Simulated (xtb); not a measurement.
MoF6, SMILES [F][Mo]([F])([F])([F])([F])[F], multiplicity 1. All values are semi-empirical tight-binding results from xtb (GFN2-xTB unless named), good for trends rather than for accurate numbers. Geometry optimised at GFN2-xTB. The spin state was assumed, not searched. The isomer is the one that the SMILES or the coordinates give; other isomers of the formula were not compared.

For metal compounds this method's bond lengths and energies can be far off.

| Property | Result |
|---|---|
| point group as xtb finds it | Oh |
| orbital gap | 5.74 eV |
| zero-point energy | 8.6 kcal/mol |
| G − E(el) at 298.15 K (modified RRHO) | -10.0 kcal/mol |
